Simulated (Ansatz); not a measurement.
Frontier orbitals of C$_{2}$H$_{2}$BCl (`ClB1C=C1`).

| atom | x (Å) | y (Å) | z (Å) |
| --- | --- | --- | --- |
| Cl1 | 1.8211 | 1.2305 | 1.2821 |
| B2 | 0.5851 | 0.3954 | 0.4119 |
| C3 | -0.2814 | 0.2073 | -0.7513 |
| C4 | -0.4052 | -0.6713 | 0.2679 |
| H5 | -0.7241 | 0.3822 | -1.7225 |
| H6 | -0.9955 | -1.5441 | 0.5119 |

Charge 0, multiplicity 1. Geometry: relaxed with PBE0-D4/def2-TZVP. Basis def2-TZVPP, Ansatz 0.2.0.

```json
{"functional": "PBE", "HOMO (eV)": "-6.44", "LUMO (eV)": "-1.67", "gap (eV)": "4.77"}
{"functional": "revPBE", "HOMO (eV)": "-6.40", "LUMO (eV)": "-1.58", "gap (eV)": "4.82"}
{"functional": "r2SCAN", "HOMO (eV)": "-6.70", "LUMO (eV)": "-1.36", "gap (eV)": "5.34"}
{"functional": "PBE0", "HOMO (eV)": "-7.77", "LUMO (eV)": "-0.55", "gap (eV)": "7.22"}
{"functional": "r2SCANh", "HOMO (eV)": "-7.19", "LUMO (eV)": "-0.96", "gap (eV)": "6.23"}
{"functional": "r2SCAN0", "HOMO (eV)": "-7.93", "LUMO (eV)": "-0.38", "gap (eV)": "7.55"}
{"functional": "HSE06 (plane-wave form)", "HOMO (eV)": "-7.37", "LUMO (eV)": "-0.94", "gap (eV)": "6.43"}
{"functional": "CAM-B3LYP", "HOMO (eV)": "-9.14", "LUMO (eV)": "0.65", "gap (eV)": "9.79"}
{"functional": "LC-ωPBE", "HOMO (eV)": "-10.49", "LUMO (eV)": "1.86", "gap (eV)": "12.35"}
{"functional": "ωB97X-V", "HOMO (eV)": "-10.13", "LUMO (eV)": "1.79", "gap (eV)": "11.92"}
{"functional": "ωB97M-V", "HOMO (eV)": "-9.98", "LUMO (eV)": "1.66", "gap (eV)": "11.64"}
{"functional": "HF", "HOMO (eV)": "-10.94", "LUMO (eV)": "3.37", "gap (eV)": "14.31"}
```

Problem. What is the vertical ionisation energy at frozen-core CCSD(T)/CBS(def2)? (An estimate is asked.)

Solution. Ansatz gave: 10.39 eV (T1 of the cation 0.025).

Against PBE, PBE0 changes HOMO and LUMO by −1.33 and +1.12 eV, ωB97M-V by −3.54 and +3.33 eV. A gap of 4.77 eV thus becomes 11.64 eV for the same molecule, so an orbital gap means little without its functional. A positive LUMO is unbound and depends on the basis. −ε(HOMO) differs from that ionisation energy by −3.95 eV with PBE and −0.41 eV with ωB97M-V.

LC-ωPBE has ω = 0.4 bohr⁻¹.
